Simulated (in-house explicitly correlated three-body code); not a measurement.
Computed with an exponentially correlated three-body code. Model: two electrons around a point charge, non-relativistic, variational in 260 exponentially correlated functions (energies converged to about 1e-7 hartree, or 1e-8 relative for large Z).

For two electrons in a singlet the Kohn-Sham orbital is the square root of half the density, so the exact Kohn-Sham potential and energy parts follow from the density alone, and exchange is minus half the Hartree energy. The Kohn-Sham level equals minus the binding energy of the second electron.

Command:
```bash
python run_hyl.py task.json out
```
Settings (lengths in bohr, energies in hartree):
```
Z                      2.06
interaction_strength   1
functions              260
states_tried           13
```

Run time, properties included: 35 s on 1 thread of Intel(R) Xeon(R) Platinum 8375C CPU @ 2.90GHz (Ice Lake), with other jobs on the host.

**Converged states only, values per electron or pair.**

Given: nuclear charge 2.06.

```tsv
term	mean r (bohr)	mean r squared (bohr²)	mean inverse r (1/bohr)	mean r12 (bohr)	mean inverse r12 (1/bohr)	mean cosine	mean p1 dot p2 (bohr⁻²)	delta r1 (bohr⁻³)	delta r12 (bohr⁻³)
1 1S	0.89587	1.107	1.7483	1.3687	0.98309	-0.062462	0.16678	1.9982	0.1205
2 3S	?	?	?	?	?	?	?	?	-
2 1S	2.8341	14.557	1.1728	5.0127	0.26313	-0.014788	0.010222	1.4333	0.010199
2 3P	2.5338	11.784	1.171	4.4418	0.28177	-0.038397	-0.074278	1.3749	-
2 1P	2.7578	14.069	1.1605	4.8534	0.25967	-0.0039601	0.053597	1.3927	0.00092086
3 3S	5.5783	62.186	1.0971	10.465	0.1232	-0.0042416	0.0020604	1.405	-
3 1S	6.1823	77.225	1.0918	11.667	0.11778	-0.0043821	0.0028437	1.4028	0.0028833
3 3P	?	?	?	?	?	?	?	?	-
3 1P	6.3138	81.843	1.0883	11.928	0.11618	-0.00093986	0.01685	1.3918	0.00031561
4 3S	10.128	214.95	1.0665	19.546	0.068699	-0.0016925	0.00080975	1.3966	-
4 1S	10.947	252.34	1.0644	21.183	0.066347	-0.0018268	0.0011633	1.396	0.0011875
4 3P	10.832	249.26	1.0642	20.957	0.068249	-0.004462	-0.0085826	1.3894	-
4 1P	11.284	270.78	1.0629	21.857	0.065581	-0.00036933	0.0072312	1.3915	0.0001395
```

(1) What belongs in the row 2 3S?

(2) What belongs in the row 3 3P?

**Electric-dipole lines between converged S and P states, rate of the upper state's decay.**

```
s state  p state  p minus s (eV)  oscillator strength from s  rate (1/s)
   1 1S     2 1P          23.104                     0.29115  2.2479e+09
   1 1S     3 1P          25.203                    0.076818  7.0574e+08
   1 1S     4 1P          25.938                    0.031161  3.0324e+08
   2 1S     2 1P         0.64226                     0.35979  2.1466e+06
   2 1S     3 1P          2.7409                     0.16088  1.7482e+07
   2 1S     4 1P          3.4767                    0.051488  9.0019e+06
   3 1S     2 1P         -1.9204                    -0.13977  2.2367e+07
   3 1S     3 1P          0.1783                     0.59979      275790
   3 1S     4 1P         0.91408                     0.15458  1.8681e+06
   4 1S     2 1P         -2.7611                   -0.025143  8.3177e+06
   4 1S     3 1P        -0.66243                    -0.29618  5.6396e+06
   4 1S     4 1P        0.073351                     0.82249       64007
   2 3S     2 3P          1.2143                     0.51696  1.1026e+07
   2 3S     3 3P          3.5102                    0.073884  1.3168e+07
   2 3S     4 3P          4.2976                    0.028576  7.6338e+06
   3 3S     2 3P         -1.9888                    -0.19819  3.4016e+07
   3 3S     3 3P               ?                           ?           ?
   3 3S     4 3P          1.0944                    0.059886  1.0375e+06
   4 3S     2 3P               ?                           ?           ?
   4 3S     3 3P        -0.66597                    -0.41549  7.9961e+06
   4 3S     4 3P         0.12139                      1.1674      248820
```

(3) What belongs in the row 3 3S 3 3P?

(4) What belongs in the row 4 3S 2 3P?

**Exact Kohn-Sham parts of the ground state from its density.**

Computed: total energy -3.10992043 hartree; Kohn-Sham kinetic 3.073 hartree; Hartree energy 2.1245 hartree; exchange energy -1.0622 hartree; DFT correlation energy -0.042222 hartree; kinetic part of the DFT correlation energy 0.036914 hartree; potential part of the DFT correlation energy -0.079136 hartree; exact minus restricted Hartree-Fock -0.042166 hartree; Kohn-Sham level -26.888 eV; C6 of two such species 1.1673 hartree·bohr⁶.

(5) What is the dipole polarisability?

(6) What is the restricted Hartree-Fock level?

**Functionals on the exact density and self-consistent, errors are functional minus exact, hybrids only self-consistent, a dash where a self-consistent run leaves the top level unbound.**

```
       result  exchange error (millihartree)  correlation error (millihartree)  functional driven error (millihartree)  density driven error (millihartree)  self consistent total error (millihartree)  top level plus exact binding (eV)
     LDA VWN5                         146.63                           -72.187                                  74.439                              -1.6995                                       72.74                             9.4848
      r2SCAN0                              -                                 -                                       -                                    -                                       0.179                             6.0774
         OLYP                       -0.56007                           -1.9114                                 -2.4715                              -1.3546                                     -3.8261                             9.1512
         PBE0                              -                                 -                                       -                                    -                                      9.0448                             6.6584
      revTPSS                        -4.1997                           -4.0242                                 -8.2238                             -0.15462                                     -8.3785                             8.4713
         BP86                        0.07693                           -1.5541                                 -1.4771                             -0.66999                                     -2.1471                             9.0876
        HSE06                              -                                 -                                       -                                    -                                      7.6825                              7.062
       PBEsol                          59.74                           -10.541                                  49.199                              -1.0025                                      48.197                             9.4957
     LDA PW92                         146.63                           -71.772                                  74.855                              -1.7144                                       73.14                             9.4897
         TPSS                         -4.801                          -0.95093                                 -5.7519                              -0.2592                                     -6.0111                             8.6517
         RPBE                              ?                                 ?                                       ?                                    ?                                           ?                                  ?
         AM05                         112.24                           -57.034                                  55.206                              -1.1597                                      54.046                             9.5702
         PW91                         9.0926                           -3.8923                                  5.2003                              -1.0014                                      4.1989                             9.1006
        wB97X                              -                                 -                                       -                                    -                                           ?                                  ?
        M06-L                        -12.655                            1.9872                                 -10.668                              -2.2922                                      -12.96                             8.3432
         SCAN                        -5.1296                            4.1161                                 -1.0135                             -0.25741                                     -1.2709                             8.3965
          PBE                         12.344                           0.12341                                  12.467                             -0.96102                                      11.506                             9.2135
B3LYP VWN-RPA                              -                                 -                                       -                                    -                                     -11.295                             6.8854
       r2SCAN                        -5.1296                            4.1161                                 -1.0135                             -0.25741                                     -1.2709                             8.3965
         BLYP                        0.07693                           -1.9114                                 -1.8345                              -1.3478                                     -3.1823                             9.0506
```

(7) What belongs in the row RPBE?

(8) What belongs in the row wB97X?

Answers

(1) mean r (bohr): 2.4439; mean r squared (bohr²): 10.482; mean inverse r (1/bohr): 1.1923; mean r12 (bohr): 4.2547; mean inverse r12 (1/bohr): 0.2801; mean cosine: -0.015671; mean p1 dot p2 (bohr⁻²): 0.0080246; delta r1 (bohr⁻³): 1.4456.

(2) mean r (bohr): 5.9754; mean r squared (bohr²): 73.134; mean inverse r (1/bohr): 1.0914; mean r12 (bohr): 11.262; mean inverse r12 (1/bohr): 0.12259; mean cosine: -0.010846; mean p1 dot p2 (bohr⁻²): -0.020927; delta r1 (bohr⁻³): 1.3867.

(3) p minus s (eV): 0.30707; oscillator strength from s: 0.85517; rate (1/s): 1.1663e+06.

(4) p minus s (eV): -2.9619; oscillator strength from s: -0.030792; rate (1/s): 1.1721e+07.

(5) 1.1884 bohr³.

(6) -27.271 eV.

(7) exchange error (millihartree): -5.9662; correlation error (millihartree): 0.12341; functional driven error (millihartree): -5.8428; density driven error (millihartree): -1.0749; self consistent total error (millihartree): -6.9176; top level plus exact binding (eV): 9.1474.

(8) self consistent total error (millihartree): -0.71033; top level plus exact binding (eV): 3.9928.

The density-driven part is never positive, since each functional's own density lowers its energy. Here it is small beside the functional-driven part (median ratio 0.18), the normal case. The correlation energy of density-functional theory lies 0.057 millihartree below exact minus Hartree-Fock, because the Hartree-Fock density, unlike the exact one, minimises the Hartree-Fock energy.
